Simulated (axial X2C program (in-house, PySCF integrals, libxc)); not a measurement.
## NaBa⁺: cheaper levels and CCSD(T), two-component

Computed with an axial X2C code built on PySCF integrals. Two-component (2c) means X2C with spin–orbit coupling and atomic mean-field two-electron Coulomb and Gaunt terms. Basis: Ba dyall-cv3z [14s14p9d5f1g], Na dyall-cv3z [9s8p5d2f] (cores contracted in-house); Gaussian nuclei, density fitting, unrestricted open shells. Masses: Ba 137.905 u, Na 22.990 u.

State: Ω = 0 (closed shell); fragments Ba+ + Na for PBE0, HF, BP86; Ba + Na+ for MP2, CCSD, CCSD(T).

| level | Re (Å) | ωe (cm⁻¹) | De (eV) |
| --- | --- | --- | --- |
| PBE0 | 3.801 | 120.6 | 1.28 |
| HF | 3.978 | 111.5 | 0.520 |
| MP2 | 3.910 | 110.0 | 1.04 |
| CCSD | 3.924 | 110.5 | 1.17 |
| BP86 | 3.814 | 114.4 | 1.31 |

Correlated methods: 10 electrons correlated (number of frozen shells: Ba 4 s, 3 p, 2 d; Na 2 s, 1 p), 320 virtual spin orbitals or spinors in MP2, 90 natural virtuals in coupled cluster.

CCSD(T), same Hamiltonian and basis:

Re = 3.930 Å, ωe = 108.9 cm⁻¹, De = 1.16 eV; T1 = 0.028 (Lee–Taylor normalisation).

**Question.** Give the differences from CCSD(T) in the columns below.

**Answer.** 

```tsv
level	ΔRe (Å)	Δωe (cm⁻¹)	ΔDe (eV)
PBE0	-0.129	11.7	n/a
HF	0.048	2.6	n/a
MP2	-0.020	1.1	-0.12
CCSD	-0.006	1.6	0.01
BP86	-0.116	5.5	n/a
```

The state is one determinant whose occupation by symmetry is held fixed; it was picked as the lowest of a PBE0 search that is not exhaustive. The closed shell is kept restricted, so the energy runs too high when the bond is stretched far. Dissociation energies refer to the lowest single-determinant-based atoms at the same level and basis. CCSD and (T) use frozen natural virtuals with an MP2 correction for the truncation; (T) itself is uncorrected, so its De runs slightly low. The T1 diagnostic is large, a sign of multireference character. With the outer-core shells frozen, correlated bond lengths of heavy atoms tend to come out a few hundredths of an ångström too long.
